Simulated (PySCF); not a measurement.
Ga(Me)(SeH)2 (CH5GaSe2), SMILES [Ga]([CH3])([SeH])[SeH]. Atoms are numbered in the order given.

```xyz
9

Ga     0.6226     0.0002     0.0000
C      2.5774    -0.0112     0.0000
H      2.9514    -0.5417     0.8899
H      2.9514    -0.5417    -0.8899
H      2.9867     1.0097     0.0000
Se    -0.6613    -1.9235     0.0000
H      0.5085    -2.8086     0.0000
Se    -0.5823     1.9721     0.0000
H     -1.8800     1.2902     0.0000
```

Geometry: ωB97X-D3(BJ)/def2-SVP. One conformer was computed; it need not be the lowest.

Two levels are set side by side: PBE/pcSseg-1 (PySCF) and HF/pcSseg-1 (PySCF). GIAO shifts against Me2Se (⁷⁷Se), TMS (¹H), TMS (¹³C) at the same level; non-relativistic, no solvent, atoms listed together averaged. Differences are taken from unrounded values.

```
quantity                 HF
---------------------  ----
δ(¹³C) of C2 (ppm)     -2.8
δ(¹H) of H7, H9 (ppm)  1.22
```

Task: What does PBE give, and how far is it from HF? (An estimate is asked for; the answer gives what the named calculation found.)

Result: 
| quantity | PBE | PBE minus HF |
|---|---|---|
| δ(¹³C) of C2 (ppm) | 6.1 | 8.9 |
| δ(¹H) of H7, H9 (ppm) | 1.61 | 0.40 |

Rough cost on one machine, each run with all the roots and properties that it gave: HF against PBE within a factor of 2.
